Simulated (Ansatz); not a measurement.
(OH)3Si-NH-SiH3 (Si2NO3H7), relaxed as a singlet with RKS PBE0-D4/def2-SVP in Ansatz, starting from the GFN2-xTB geometry. Force threshold 0.02 eV/Å.

Start:

```xyz
13

Si    0.8263   -0.2596    0.5666
O     1.8046    0.0098   -0.7087
O     1.0653    1.0015    1.5626
O     1.1458   -1.6159    1.3993
N    -0.7953   -0.4905    0.0148
Si   -1.6829    0.5070   -1.0733
H     1.7775   -0.6016   -1.4379
H     1.1391    1.8704    1.1795
H     1.8293   -1.5862    2.0629
H    -1.3315   -1.1279    0.5772
H    -0.8793    0.6785   -2.2873
H    -2.9237   -0.2217   -1.3419
H    -1.9753    1.8361   -0.5139
```

**Question.** Estimate the energy that the relaxation releases and the steps that it takes.

**Answer.** 13.6 kJ/mol, in 19 steps; 46 s on 2 threads of AMD EPYC 7R13 on a shared host. No frequencies were taken in this run, so the end may be a saddle point.

**Question.** Does the start keep its bonding and symmetry?

**Answer.** By distances, no bond broke or formed. The bond that changes most is Si6–H11, from 1.47 to 1.50 Å (atoms count from 1).

**Question.** Predict the relaxed structure.

**Answer.** 
```xyz
13

Si    0.784   -0.213    0.659
O     1.585    0.392   -0.661
O     1.126    0.841    1.885
O     1.271   -1.695    1.191
N    -0.861   -0.379    0.194
Si   -1.625    0.360   -1.186
H     1.530   -0.121   -1.473
H     1.232    1.762    1.630
H     2.003   -1.677    1.815
H    -1.436   -0.995    0.759
H    -1.030   -0.103   -2.482
H    -3.068   -0.023   -1.166
H    -1.512    1.851   -1.164
```
Bond lengths: 3 × O–Si 1.65 to 1.66 Å; 2 × N–Si 1.72 to 1.74 Å; 3 × H–O 0.96 Å; 3 × H–Si 1.49 to 1.50 Å; 1 × H–N 1.02 Å.
